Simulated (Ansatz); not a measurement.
CH8SSi2 (`[SiH3]C([SiH3])S`), relaxed with RKS PBE0-D4/def2-TZVP in Ansatz from a PBE-D4/def2-SVP geometry. The force threshold is 0.005 eV/Å; the program also tests the step.

Charge 0, multiplicity 1.

Start:

```xyz
12

Si   -1.044    1.122    0.670
C    -0.330   -0.573    0.185
Si    0.799   -0.590   -1.347
S     0.554   -1.326    1.631
H    -1.800    1.737   -0.481
H     0.100    2.032    1.031
H    -1.960    0.984    1.853
H    -1.182   -1.261   -0.008
H     1.238   -1.994   -1.655
H     2.008    0.257   -1.053
H     0.088   -0.013   -2.545
H     1.528   -0.374    1.718
```

Question: By how much does the energy fall, and how many steps does the optimiser take? (An estimate is asked.)

Answer: Ansatz gave: 1.11 kcal/mol, in 4 steps.

Question: Which bonds change most? (An estimate is asked.)

Answer: The calculation gave: C2–S4 from 1.855 to 1.826 Å; C2–Si3 from 1.902 to 1.879 Å; Si1–C2 from 1.902 to 1.879 Å; S4–H12 from 1.364 to 1.344 Å.

Question: Give the relaxed structure. (An estimate is asked.)

Answer: Computed: 
```xyz
12

Si   -1.032    1.109    0.665
C    -0.331   -0.565    0.177
Si    0.790   -0.586   -1.330
S     0.552   -1.291    1.601
H    -1.774    1.720   -0.472
H     0.100    2.000    1.032
H    -1.943    0.960    1.828
H    -1.168   -1.247   -0.008
H     1.213   -1.977   -1.631
H     1.988    0.244   -1.032
H     0.092   -0.012   -2.514
H     1.513   -0.355    1.685
```
